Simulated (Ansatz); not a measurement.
```yaml
crystal:
  periodic: [false, false, false]
  atoms:
    - {symbol: C, position_ang: [-1.449632, 1.210376, 0.291075]}
    - {symbol: B, position_ang: [-0.814370, -0.209551, 0.477997]}
    - {symbol: B, position_ang: [0.741743, -0.608418, 0.663490]}
    - {symbol: Ga, position_ang: [1.938338, -0.959080, -0.992123]}
    - {symbol: H, position_ang: [-0.760286, 2.053692, 0.344455]}
    - {symbol: H, position_ang: [-1.976929, 1.251064, -0.670144]}
    - {symbol: H, position_ang: [-2.232601, 1.350774, 1.046106]}
    - {symbol: H, position_ang: [-1.569494, -1.153771, 0.412755]}
    - {symbol: H, position_ang: [1.282529, -0.764642, 1.725315]}
    - {symbol: H, position_ang: [2.781808, 0.206910, -1.634912]}
    - {symbol: H, position_ang: [2.058874, -2.377375, -1.664015]}
basis:
  gaussian: {orbitals: def2-TZVPD, nuclear_model: gaussian}
hamiltonian: {xc: {name: HF}}
correlation: {active_space: {window: {electrons: 6, orbitals: 2}}}
```

```sh
$ ansatz run in.yaml --threads 4 --pin off --events-out ev --progress --plain --max-ram 10444MiB
```

It prints (some lines left out):

```
Functional definition: HF
1567 factors; integrals over basis functions are off by at most 8.9e-4 eV
mean field evaluation 1: about -54814.7652 eV, gradient 3.0e1 eV
mean field evaluation 2: about -54814.7877 eV, gradient 3.0e1 eV
mean field evaluation 4: about -54817.8765 eV, gradient 4.1e0 eV
mean field evaluation 8: about -54817.9409 eV, gradient 3.2e-1 eV
mean field -54817.94201283 eV, -2014.5222120360 hartree, gradient 2.7e-6 eV, S^2 0.000000; 0 other end points of the search recorded, 0 dependent functions left out
reference -54817.94201283 eV, -2014.5222120360 hartree; 27, 27 occupied and 201, 201 virtual orbitals, 1567 factors
Error: 6 electrons in 2 orbitals form no window around the highest filled level of the reference
```

Problem. Something in this input is off. What?

Solution. The active space doesn't fit the electrons. The run stopped with an error.
